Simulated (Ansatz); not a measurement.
C₂H₈GeS₂ (`C[S][GeH2][S]C`), relaxed with RKS PBE0-D4/def2-TZVP in Ansatz 0.2.0 from a PBE-D4/def2-SVP geometry. The force threshold is 0.005 eV/Å; the program also tests the step.

Charge 0, multiplicity 1.

Start:

```xyz
13

C     1.039   -0.489    1.926
S    -0.195   -1.515    1.033
Ge   -1.529    0.124    0.283
S    -0.310    1.556   -0.938
C     0.348    0.376   -2.182
H     0.631   -0.113    2.885
H     1.364    0.363    1.295
H     1.909   -1.141    2.135
H    -2.620   -0.596   -0.554
H    -2.126    0.980    1.431
H     1.175    0.892   -2.708
H    -0.429    0.094   -2.920
H     0.742   -0.533   -1.684
```

Q: By how much does the energy fall, and how many steps does the optimiser take? (An estimate is asked.)

A: Computed: 5.98 kJ/mol, in 7 steps.

Q: Which bonds change most? (Estimate.)

A: Ansatz gave: S2–Ge3 from 2.242 to 2.213 Å; Ge3–S4 from 2.242 to 2.213 Å; C1–S2 from 1.837 to 1.814 Å; S4–C5 from 1.837 to 1.814 Å.

Q: Give the relaxed structure. (Best estimate.)

A: Ansatz gave: 
```xyz
13

C     1.024   -0.504    1.962
S    -0.175   -1.502    1.036
Ge   -1.474    0.119    0.273
S    -0.296    1.540   -0.948
C     0.324    0.396   -2.211
H     0.564   -0.056    2.842
H     1.450    0.274    1.328
H     1.817   -1.181    2.281
H    -2.555   -0.587   -0.562
H    -2.063    0.960    1.417
H     1.046    0.950   -2.811
H    -0.483    0.049   -2.857
H     0.821   -0.457   -1.749
```
